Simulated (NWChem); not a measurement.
# C4H12Si; SMILES C[Si](C)(C)C

Results from NWChem. Pople sets run with spherical d functions. All runs use the structure optimised with PBE-D3(BJ)/def2-SVP.

For level TPSS/6-31G*:

```
Item                         Result
---------------------------  ------
highest occupied level (eV)   -6.90
orbital gap (eV)               8.64
```

Q: How do the values read with level B3LYP/6-31G* instead?

A: 
- highest occupied level (eV): -7.85
- orbital gap (eV): 9.83
